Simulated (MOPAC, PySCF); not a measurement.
CH8OSi3, SMILES `C([SiH]([SiH3])[SiH3])=O` (O–C–Si–Si torsion 98°), neutral singlet in the gas phase. 

Z-matrix (Å, degrees):
```
Si
H 1 1.4849
C 1 1.9243 2 107.48
O 3 1.2051 1 121.92 2 145.09
H 3 1.1134 4 119.00 1 -178.70
Si 1 2.3350 2 112.32 3 118.79
H 6 1.4772 1 109.85 2 174.59
H 6 1.4781 7 109.78 1 -121.36
H 6 1.4804 7 108.88 8 -119.31
Si 1 2.3404 2 108.56 3 -115.77
H 10 1.4786 1 109.59 2 179.67
H 10 1.4794 11 109.13 1 -120.22
H 10 1.4800 11 109.05 12 -118.89
```
Charge 0, spin multiplicity 1.

All levels are single points at this geometry (CAM-B3LYP-D3(BJ)/def2-TZVP); Pople sets use spherical d functions. Orbital energies aren't observables, and empty levels follow the basis.

CAM-B3LYP-D3(BJ)/def2-TZVP in PySCF gives HOMO (eV) = -8.45.

Estimate the HOMO (eV) from each of these levels: B3LYP/6-31G* in PySCF; B3LYP/LANL2DZ in PySCF; BP86/6-31G* in PySCF; PM6 in MOPAC; PM7 in MOPAC.


```tsv
level	HOMO (eV)
B3LYP/6-31G* in PySCF	-6.58
B3LYP/LANL2DZ in PySCF	-6.76
BP86/6-31G* in PySCF	-5.48
PM6 in MOPAC	-8.77
PM7 in MOPAC	-9.60
```
